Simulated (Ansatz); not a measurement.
# Reading a saddle point

A first-order saddle point of Si2H5SBr, singlet, PBE0-D4/def2-TZVP, with one imaginary mode of 179i cm⁻¹:

```csv
atom,x (Å),y (Å),z (Å)
Si1,-0.9342,-0.4059,-0.1502
Br2,1.1268,-1.8533,-1.4219
S3,-1.3312,-1.9195,1.0676
H4,0.2767,-2.3415,-0.2844
H5,-1.6997,-0.1846,-1.4103
Si6,0.4369,1.3964,0.4507
H7,0.9785,2.0533,-0.7675
H8,1.5354,0.8832,1.3041
H9,-0.3893,2.3717,1.2118
```

Program: Ansatz 0.2.0. Basis: def2-TZVPP and def2-QZVPP. Cores are frozen in the correlated methods. Filled d shells of the heavier atoms are correlated. The def2 sets are not built for correlating such inner shells, so the correlated values are less sure here. Extrapolation: Hartree–Fock as exp(−7.88 √X), correlation as X^−2.97.

(1) Which contacts change along the imaginary mode, and what lies on either side? (Judge from chemistry; the calculation decides.)

(2) Which side is lower, and how far does the saddle lie above each? (Judge from chemistry; the value comes from the calculation.)

The T1 diagnostic stays at or below 0.015.

Results:

(1) The calculation gives: The step is Si₂H₅SBr ([SiH3][SiH]([SH])[Br]) → Si₂H₄S ([SiH3][SiH][S]) + HBr, with the molecules in contact on both sides. Shortening one way: Br2–H4; lengthening the same way: Si1–Br2, S3–H4.
```json
{"pair": "Br2–H4", "one side (Å)": "3.73", "saddle (Å)": "1.50", "other side (Å)": "1.43"}
{"pair": "Si1–Br2", "one side (Å)": "2.23", "saddle (Å)": "2.82", "other side (Å)": "3.05"}
{"pair": "S3–H4", "one side (Å)": "1.34", "saddle (Å)": "2.14", "other side (Å)": "3.09"}
```

(2) Computed: The side with Si1–Br2, S3–H4 short is lower by 188.4 kJ/mol; the saddle lies 200.8 kJ/mol above it and 12.5 kJ/mol above the other (CCSD(T) at an estimated basis limit (MP2 extrapolated from triple and quadruple zeta, plus CCSD(T) − MP2 in triple zeta); electronic energies).

Labels in which every atom is bracketed show which atoms are joined, not bond orders.

For scale, one of the runs: CCSD(T)/def2-TZVPP, 244 basis functions, launched by `ansatz run in.yaml --threads 8 --pin off --events-out ev --progress --plain --max-ram 19148MiB`. Time: 90 s of wall clock on 8 CPU threads of an Arm Neoverse V1; the host was shared. Peak host memory: 4.4 GiB.
